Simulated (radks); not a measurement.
Results of a calculation; reference values are marked as such.
N3+, 4 electrons, occupied as [He] 2s2. Code: a radial shooting solver on a logarithmic mesh with Libxc functionals. Model: scalar-relativistic Kohn-Sham, LDA (Slater exchange, VWN5 correlation), spin-polarised, spherical densities, finite nucleus; Fermi nuclear charge, rms radius 2.5582 fm.

Normalised radial functions P(r) = r R(r), r in bohr:

```
   r/bohr * 2s, o 2p (the largest magnitude, 0.998, reaches the edge; | marks zero, & curves that meet)
  0.02151                             o    *
  0.02368                             o    *
  0.02628                             o     *
  0.02892                             o     *
  0.03184                             o      *
  0.03533                             o      *
  0.03889                             |o      *
  0.04315                             |o      *
   0.0475                             |o       *
   0.0527                             |o       *
  0.05801                             |o        *
  0.06386                             |o         *
  0.07085                             | o        *
  0.07799                             | o         *
  0.08654                             | o         *
  0.09526                             |  o        *
   0.1057                             |  o         *
   0.1164                             |   o        *
   0.1281                             |   o        *
   0.1421                             |    o      *
   0.1564                             |     o     *
   0.1736                             |      o   *
   0.1911                             |       o *
    0.212                             |        &
   0.2334                             |      *  o
   0.2569                             |    *     o
    0.285                             |  *         o
   0.3138                             *             o
   0.3482                          *  |               o
   0.3832                       *     |                 o
   0.4252                    *        |                  o
   0.4681                 *           |                    o
   0.5152             *               |                     o
   0.5717          *                  |                       o
   0.6293       *                     |                        o
   0.6983     *                       |                        o
   0.7686   *                         |                         o
   0.8529  *                          |                         o
   0.9388  *                          |                        o
    1.033  *                          |                       o
    1.147    *                        |                      o
    1.262      *                      |                    o
    1.401        *                    |                  o
    1.542           *                 |               o
    1.711              *              |            o
    1.883                 *           |          o
    2.073                    *        |       o
      2.3                       *     |     o
    2.532                         *   |   o
    2.809                          *  |  o
    3.092                           * | o
    3.431                            *|o
    3.777                             *o
```

2s: eigenvalue -67.800 eV, 1 radial node at r = 0.316 bohr, <r> = 1.11 bohr, 90 % of the charge inside 1.71 bohr. 2p (empty): eigenvalue -57.140 eV, 0 radial nodes, <r> = 1.03 bohr, 90 % of the charge inside 1.68 bohr.
